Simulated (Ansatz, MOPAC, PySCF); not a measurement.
Pair of molecules: C2H6 (SMILES CC) (first 8 atoms) with CH6Si (SMILES C[SiH3]); geometry from B3LYP-D3(BJ)/def2-TZVP, rigid monomers moved along the line of their centres of mass till H5···Si10 is 3.03 Å.
(charge 0, multiplicity 1):
```xyz
16

C      0.879     0.087     0.455
C     -0.510     0.682     0.245
H      1.557     0.367    -0.353
H      0.842    -1.003     0.494
H      1.326     0.432     1.389
H     -0.477     1.773     0.227
H     -1.195     0.384     1.040
H     -0.943     0.350    -0.701
C     -0.452     0.926     3.831
Si    -0.088    -0.910     3.706
H      0.063     1.365     4.687
H     -1.522     1.102     3.955
H     -0.127     1.453     2.933
H      1.364    -1.147     3.526
H     -0.806    -1.513     2.557
H     -0.523    -1.607     4.942
```

Counterpoise-corrected where a basis set is named; no monomer relaxation.

Cores are frozen in the correlated methods. The state reached by PM3, PM6 isn't checked.

Programs: Ansatz (Gaussian orbitals); MOPAC for PM3, PM6 (differences of heats of formation); PySCF for the dispersion terms. Each number belongs to the level named beside it.

```tsv
level	interaction energy (kcal/mol)
PM3	-0.34
PM6	0.88
PBE-D4/def2-TZVPPD	-1.06
r2SCAN/def2-TZVPPD	-0.05
r2SCAN-D3(BJ)/def2-TZVPPD	-0.95
B3LYP/def2-TZVPPD	2.55
B3LYP-D4/def2-TZVPPD	-0.79
SCS-MP2/aug-cc-pV(D+d)Z	?
CCSD(T)/aug-cc-pV(D+d)Z	-0.31
```

Question: Complete the blanks.

Answer: 
- SCS-MP2/aug-cc-pV(D+d)Z, interaction energy (kcal/mol): 0.57

Ansatz is a first-principles code.
